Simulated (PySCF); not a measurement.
Geometry:
```tsv
atom	x (Å)	y (Å)	z (Å)
C1	1.976	-0.249	0.399
Si2	0.614	0.273	-0.783
O3	0.112	1.854	-0.480
Si4	-1.372	-0.887	-0.355
N5	-1.939	-0.044	1.057
H6	2.283	-1.288	0.192
H7	2.869	0.391	0.312
H8	1.612	-0.202	1.437
H9	1.128	0.150	-2.189
H10	0.782	2.541	-0.552
H11	-1.137	-2.327	-0.015
H12	-2.288	-0.893	-1.551
H13	-2.816	-0.301	1.497
H14	-1.834	0.966	1.025
```

Geometry: PBE0-D3(BJ)/def2-SVP; GIAO shifts from PySCF, gas phase, non-relativistic, averaged over equivalent atoms.

At PBE/pcSseg-1 (144 basis functions, 15 s wall time on 1 thread of an Arm Neoverse V2, shared host):
```
   atoms  δ (ppm)
      C1      2.3
     Si2      4.0
     Si4    -57.5
      O3     23.8
      N5     -3.0
      H9     5.63
     H12     5.22
     H11     4.72
H6/H7/H8     0.48
     H10     0.26
 H13/H14     0.03
```

Shifts are taken against calculated references (same method and geometry level): $^{13}$C (180.03 ppm), $^{29}$Si (334.61 ppm), $^{1}$H (31.20 ppm) against TMS; H2O for $^{17}$O (334.63 ppm); $^{15}$N (265.06 ppm) against NH3.

Estimate the result of repeating the calculation with KT2/pcSseg-1.

Results:


| atoms | δ at KT2/pcSseg-1 | change |
| --- | --- | --- |
| C1 | 2.7 | +0.4 |
| Si2 | 5.7 | +1.7 |
| Si4 | -54.6 | +2.9 |
| O3 | 20.1 | -3.7 |
| N5 | -5.3 | -2.3 |
| H9 | 5.60 | -0.03 |
| H12 | 5.19 | -0.03 |
| H11 | 4.71 | -0.01 |
| H6/H7/H8 | 0.49 | +0.01 |
| H10 | 0.23 | -0.03 |
| H13/H14 | 0.03 | +0.00 |

δ = σ(ref) − σ, references computed at the same level: TMS for $^{13}$C (σ = 183.22 ppm) and $^{29}$Si (σ = 361.05 ppm) and $^{1}$H (σ = 31.18 ppm); $^{17}$O (σ = 330.66 ppm) vs H2O; NH3 for $^{15}$N (σ = 264.30 ppm).

The largest change is at O3 (oxygen bonded to Si, H). Cost: 144 basis functions, 16 s wall time on 1 thread of an Arm Neoverse V2, shared host.

Experimental scales use liquid or dissolved standards, which lie at an offset from isolated NH3 (liquid NH3: subtract about 20 ppm) and H2O (liquid H2O: subtract about 36 ppm).
